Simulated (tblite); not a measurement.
Species: C6H5FO3P (charge -1).
Structure used (GFN2-xTB), in Å, numbered top down from 1:
```xyz
16
C6H5FO3P angstrom
O      1.9170   -2.3587    0.7145
P      2.0099   -0.9143    0.3678
O      3.0316   -0.4371   -0.6036
O      2.1744   -0.0306    1.7880
C      0.3489   -0.2351   -0.0338
C     -0.7858   -0.9120    0.3738
C     -2.0432   -0.4139    0.0821
C     -2.1721    0.7709   -0.6252
C     -1.0235    1.4261   -1.0297
F     -1.1625    2.5923   -1.7302
C      0.2373    0.9428   -0.7491
H      3.0577   -0.2849    2.0505
H     -0.6541   -1.8334    0.9199
H     -2.9324   -0.9412    0.4029
H     -3.1408    1.1842   -0.8665
H      1.1299    1.4540   -1.0728
```

Method: GFN2-xTB as coded in tblite; computed harmonic values from a numerical Hessian at the method's own geometry, unscaled. Errors from tens to a few hundred cm⁻¹ against measured bands are possible. One conformer, not necessarily the lowest. The optimisation stopped once no atom felt more than 0.01 eV/Å.

Lowest wavenumbers of the output (negative numbers stand for imaginary wavenumbers):
```
mode    cm-1
  1    -140.0
  2       7.7
  3      84.6
  4     104.2
  5     220.4
  6     243.1
  7     264.9
  8     287.1
  9     383.2
 10     398.4
```

Task: Is this structure a minimum?

Result: No. 1 mode is imaginary beyond 20i (140i cm⁻¹), so at this level the point lies at or near a first-order saddle.

Task: Which atoms move in the imaginary mode?

Result: 140i: H12 (hydroxyl hydrogen) 91 %. These are shares of the mass-weighted motion.

Task: What is the remedy?

Result: Step along that mode in both directions, optimise again with tighter thresholds and repeat the frequencies. The zero-point energy of this point (63.0 kcal/mol) counts the 41 real modes alone, and thermal corrections from it aren't those of a minimum.
